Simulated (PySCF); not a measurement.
Cl₄Te, charge +1, doublet (typed; the unrestricted solution is spin-contaminated), geometry from GFN2-xTB (a state made from the parent by changing its charge; the spin is typed, not shown lowest) (all electrons, no relativity). Base run: HF/STO-3G (PySCF).

The PySCF input:
```python
from pyscf import gto, scf

mol = gto.Mole()
mol.atom = '''
    Te   -0.005723    0.012366    0.266931
    Cl    1.113373   -1.434956   -1.088995
    Cl    1.852796    1.507257    0.739926
    Cl   -1.062936    1.325968   -1.263560
    Cl   -1.885727   -1.436095    0.796134
'''
mol.basis = 'sto-3g'
mol.charge = 1
mol.spin = 1
mol.verbose = 4
mol.build()

mf = scf.UHF(mol)
mf.kernel()
mf.analyze()
```

Each row names what was changed in the base input (with any setting that the change needs).

```tsv
change	E (Eh)	HOMO (eV)	<S^2>	core-seconds (rough)
base	-8365.15160	-15.02	0.852	0.7
functional = wb97x_v	-8369.19355	-14.56	0.784	200
functional = camb3lyp	-8369.83434	-13.65	0.778	9
functional = scan	-8370.42250	-11.63	0.757	6
functional = tpss	-8369.47460	-11.42	0.755	8
functional = hse06	-8368.86350	-12.13	0.765	10
functional = m062x	-8369.98649	-13.37	0.771	6
functional = wb97m_v	-8370.00118	-14.16	0.775	200
functional = mn15	-8361.49665	-12.84	0.759	6
functional = pbe	-8368.27672	-11.29	0.753	3
functional = lc_wpbe	-8368.48495	-15.12	0.795	10
functional = bhandhlyp	-8369.95372	-13.48	0.786	3
functional = bp86	-8370.24476	-11.37	0.753	3
```

Totals shift with the method and basis; they matter in differences.

Open shells are given as the SCF converged; they aren't shown to be the lowest states, and a large step between rows can be another state.
